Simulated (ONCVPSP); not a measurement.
# Te: excitation energies, all-electron against ONCV

```json
{
 "Element": "Te (Z = 52)",
 "Generator": "ONCVPSP 4.0.1",
 "Type": "optimised norm-conserving Vanderbilt (ONCV)",
 "Functional": "PW91",
 "Relativity": "scalar-relativistic",
 "Frozen core": "[Ar] 3d10",
 "Valence charge": "24",
 "Reference configuration": "4s2 4p6 4d10 5s2 5p2 (charge +2)",
 "Partial waves": "4s+5s: rc 1.25 bohr, ncon 4, nbas 9, qcut 11.8 1/bohr, 2 projectors; 4p+5p: rc 1.55 bohr, ncon 4, nbas 8, qcut 10.9 1/bohr, 2 projectors; 4d: rc 1.40 bohr, ncon 5, nbas 10, qcut 10.9 1/bohr, 3 projectors, debl 3.8 Ha; f scattering state at 0.17 Ha: rc 1.50 bohr, ncon 4, nbas 8, qcut 6.6 1/bohr, 2 projectors, debl 1 Ha",
 "Local potential": "polynomial inside 1.20 bohr (lpopt 5, dvloc0 4 Ha)",
 "Core correction": "Teter function fitted to the true core (icmod 2), fcfact 0.5"
}
```

Energies are relative to the spin-unpolarised reference configuration 4s2 4p6 4d10 5s2 5p2; without spin polarisation the order of configurations can differ from experiment.

```json
{"valence configuration": "4s2 4p6 4d10 5s2 5p3", "charge": "+1", "ΔE all-electron (eV)": "-18.000", "error AE − PS (meV)": "+4.2"}
{"valence configuration": "4s2 4p6 4d10 5s2 5p1", "charge": "+3", "ΔE all-electron (eV)": "26.994", "error AE − PS (meV)": "-7.4"}
```

Task: What are ΔE and the potential's error for 4s2 4p6 4d10 5s2 5p4?

Result: ΔE = -27.785 eV all-electron; the error (AE − PS) is +6.4 meV.

Task: What are ΔE and the potential's error for 4s2 4p5 4d10 5s2 5p4?

Result: ΔE = 95.162 eV all-electron; the error (AE − PS) is -177 meV.

Levels in the configuration 4s2 4p5 4d10 5s2 5p4:

| level | all-electron (eV) | pseudo (eV) |
| --- | --- | --- |
| 4s | -182.365 | -182.578 |
| 4p | -131.958 | -132.186 |
| 4d | -58.141 | -58.146 |
| 5s | -25.822 | -25.827 |
| 5p | -15.247 | -15.253 |
